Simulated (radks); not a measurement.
The numbers below are computed, except where a source is named.
Ionisation of the lutetium ion Lu2+, [Xe] 4f14 6s1, to Lu3+, [Xe] 4f14, under several functionals. Scalar-relativistic Kohn-Sham, spin-polarised, spherical densities, finite nucleus; open shells are filled with parallel spins first (spin-orbit coupling, left out, can overturn this in heavy ions); a radial shooting solver on a logarithmic mesh with Libxc functionals.

| functional | E(Lu2+) (hartree) | Exc (hartree) | IE (eV) | -e(HOMO) (eV) | <r> HOMO (bohr) | IE error (eV) |
|---|---|---|---|---|---|---|
| exchange-only PBE | -14556.6404 | -295.4990 | 20.950 | 17.580 | 3.089 | -0.010 |
| PBE | -14560.7614 | -299.6777 | 21.295 | 18.005 | 3.050 | +0.335 |
| LDA (Slater exchange, Perdew-Zunger correlation) | -14551.9316 | -290.8476 | 21.524 | 18.291 | 3.024 | +0.564 |
| HCTH/407 | -14569.4158 | -308.7276 | 20.938 | 17.873 | 3.041 | -0.022 |
| BLYP | -14561.6645 | -300.5618 | 21.439 | 18.025 | 3.037 | +0.480 |
| AM05 | -14552.2862 | -291.2098 | 21.180 | 18.052 | 3.038 | +0.221 |

NIST Atomic Spectra Database: 20.959 eV (measured). Closest: exchange-only PBE. The Delta-SCF values span 0.59 eV, the total energies 17.48 hartree. The highest occupied level is 6s.
